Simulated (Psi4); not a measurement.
Intermolecular potential of H10Si4 ··· C2H4 (SMILES [SiH3][SiH]([SiH3])[SiH3] and C=C). Monomers: optimised at B3LYP-D3(BJ) (def2-SVP and def2-TZVP), held rigid. Orientation: lowest of the rigid-body minima from ten starts at GFN2-xTB. The monomers approach along the line of their centres of mass (distance R); nothing else relaxes.

PBE/def2-TZVP, counterpoise-corrected (Psi4); PBE-D3(BJ)/def2-TZVP, counterpoise-corrected (Psi4); wB97M-V/def2-TZVP, counterpoise-corrected (Psi4).

Interaction energies in kcal/mol; the last columns give the difference from wB97M-V:

| R / Å | PBE/def2-TZVP | PBE-D3(BJ)/def2-TZVP | wB97M-V/def2-TZVP | PBE/def2-TZVP − wB97M-V/def2-TZVP | PBE-D3(BJ)/def2-TZVP − wB97M-V/def2-TZVP |
|---|---|---|---|---|---|
| 4.13 | 2.22 | -0.71 | -0.30 | 2.52 | -0.41 |
| 4.35 | 0.87 | -1.62 | -1.19 | 2.06 | -0.44 |
| 4.57 | 0.18 | -1.91 | -1.41 | 1.59 | -0.50 |
| 4.80 | -0.16 | -1.86 | -1.33 | 1.17 | -0.53 |
| 4.98 | -0.27 | -1.71 | -1.19 | 0.92 | -0.52 |
| 5.31 | -0.30 | -1.34 | -0.91 | 0.61 | -0.43 |
| 5.56 | -0.26 | -1.06 | -0.73 | 0.47 | -0.33 |
| 6.08 | -0.14 | -0.61 | -0.44 | 0.31 | -0.16 |
| 6.79 | -0.04 | -0.27 | -0.22 | 0.18 | -0.06 |
| 7.80 | 0.00 | -0.10 | -0.08 | 0.08 | -0.01 |
| 9.06 | 0.00 | -0.04 | -0.03 | 0.03 | 0.00 |

PBE/def2-TZVP is furthest from wB97M-V/def2-TZVP at 4.13 (2.52 kcal/mol, above); its mean absolute difference over the points is 0.90 kcal/mol.

PBE-D3(BJ)/def2-TZVP is furthest from wB97M-V/def2-TZVP at 4.80 (-0.53 kcal/mol, below); its mean absolute difference over the points is 0.31 kcal/mol.
